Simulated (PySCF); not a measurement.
## Bonding in `O=C(Cl)c1cccs1`

C5H3ClOS.
Numbering: `[O:1]=[C:2]([Cl:3])[c:4]1[cH:5][cH:6][cH:7][s:8]1` (hydrogens: H9 on C5; H10 on C6; H11 on C7)

Bond orders from the PBE0/pcSseg-1 density (PySCF). The structure is a single PBE0-D3(BJ)/def2-SVP conformer in the gas phase; no vibrational or solvent corrections.

Question: How far do the computed orders between heavy atoms stray from the drawn ones?

Answer: The largest departure is 0.353, at S8–C4 (drawn aromatic, 1.147), counting aromatic bonds as 1.5. The bonds drawn aromatic range from 1.15 to 1.52.

Question: Set the Mayer orders of the bonds beside their lengths.

Answer: 
```csv
bond,drawn as,length (Å),Mayer order
O1–C2,double,1.189,2.041
C2–Cl3,single,1.789,0.979
C2–C4,single,1.457,0.976
C4–C5,aromatic,1.381,1.448
C5–C6,aromatic,1.413,1.317
C6–C7,aromatic,1.377,1.521
C7–S8,aromatic,1.706,1.214
S8–C4,aromatic,1.731,1.147
C5–H9,single,1.090,0.967
C6–H10,single,1.090,0.968
C7–H11,single,1.090,0.952
```

By pair of heavy elements: C–C: lowest C2–C4 (0.976, 1.457 Å), highest C6–C7 (1.521, 1.377 Å). C–S: lowest S8–C4 (1.147, 1.731 Å), highest C7–S8 (1.214, 1.706 Å).

Question: Sum the orders of all bonds at each heavy atom with more than one neighbour and set the sums beside the valence in the SMILES.

Answer: C2 3.996 (drawn 4), C4 3.571 (drawn 4), C5 3.732 (drawn 4), C6 3.806 (drawn 4), C7 3.687 (drawn 4), S8 2.361 (drawn 2). Orders between atoms that aren't bonded are not in these sums.

For a closed shell the Mayer order of atoms A and B is Σ (PS)μν (PS)νμ over the basis functions μ on A and ν on B, with P the density and S the overlap matrix.

Shape of the structure used: `[O:1]=[C:2]([Cl:3])[c:4]1[cH:5][cH:6][cH:7][s:8]1`: O1–C2–C4–C5 179°.
